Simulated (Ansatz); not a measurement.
A trace of molecular dynamics of Ge2H6O (9 atoms, charge 0, multiplicity 1).

All numbers below come from RKS PBE0/def2-SVP (Ansatz).

| Property | Result |
| --- | --- |
| ensemble | NVT, Nosé–Hoover chain |
| set temperature | 700 K |
| thermostat | time constant 100 fs, chain length 3 (defaults) |
| seed | 33642 |

```
time (fs)   T (K)  potential energy less start (eV)  conserved less start (meV/atom)
      0.0     700                             0.000                             0.00
      8.0    1380                             0.569                           131.48
     16.0    1155                             7.545                           886.53
     24.0     698                             7.378                           823.98
     32.0    4419                             7.820                          1254.01
     40.0  542611                            28.182                         86551.95
     48.0  185662                            16.544                        247616.09
     56.0   26087                            13.919                        247578.51
     64.0   25718                            17.990                        250901.11
     72.0    7587                            18.093                        250874.07
     80.0    2850                            17.947                        250872.61
     88.0    1197                            17.965                        250872.22
     96.0     587                            17.944                        250871.66
    104.0     343                            17.896                        250871.47
    112.0     201                            17.882                        250871.46
    120.0     118                            17.882                        250871.55
    128.0      94                            17.856                        250871.40
    136.0      80                            17.832                        250871.32
    144.0      67                            17.818                        250871.38
    152.0      74                            17.787                        250871.40
    160.0      91                            17.743                        250871.40
```

Can this run be trusted? Judge the integration.

The conserved energy changed by up to 250000 meV per atom, so the integration failed: the time step of 4 fs is too long for the fastest motions that this run met, and the later frames carry no physical meaning.

Run time: 2.6 min on 4 threads of Arm Neoverse V1, on a shared host, peak memory 0.28 GiB.
